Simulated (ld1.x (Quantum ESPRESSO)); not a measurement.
# BLYP RRKJ dataset for gadolinium, scalar-relativistic all-electron reference.

| Quantity | Value |
| --- | --- |
| Element | Gd |
| Generator | ld1.x (Quantum ESPRESSO) 7.5 |
| Type | norm-conserving RRKJ (Kleinman–Bylander form) |
| Functional | BLYP |
| Relativity | scalar-relativistic |
| Frozen core | [Kr] 4d10 |
| Valence charge | 18 |
| Reference configuration | 4f7 5s2 5p6 5d1 6s2 6p0 |
| Partial waves | 5p (bound): rc 0.65 bohr; 5d (bound): rc 3.45 bohr; 4f (bound): rc 1.35 bohr; 5s (bound): rc 0.55 bohr |
| Local potential | the s channel |
| Core correction | Bessel-smoothed model core inside 0.50 bohr |
| rho0 | 0.005 |

Occupied shells without a wave of their own: 6s. They enter only through the test configuration that unscreens the potential, and ld1.x also counts them in the model core charge.

All-electron outer shells of the reference configuration (BLYP, scalar-relativistic, ld1.x):

```csv
shell,level (eV),outermost node (bohr),outermost maximum (bohr)
4p,-276.01,0.29,0.54
4d,-147.40,0.27,0.56
5s,-49.51,0.65,1.20
5p,-27.02,0.70,1.35
4f,-8.45,–,0.56
6s,-3.99,1.60,3.33
5d,-2.38,0.79,1.97
6p,-1.20,1.93,4.67
```

**Question.** Does the generator finish with these settings?

**Answer.** No. ld1.x (Quantum ESPRESSO) 7.5 stopped with "compute_phi: phi has nodes before r_c": the RRKJ expansion in Bessel functions gave a pseudo-wave with a node inside its radius. The 5p radius of 0.65 bohr lies inside the outermost node of the all-electron wave at 0.70 bohr; The 5s radius of 0.55 bohr lies inside the outermost node of the all-electron wave at 0.65 bohr. Before that it printed "This function has    1 nodes for 0 < r <    0.648".
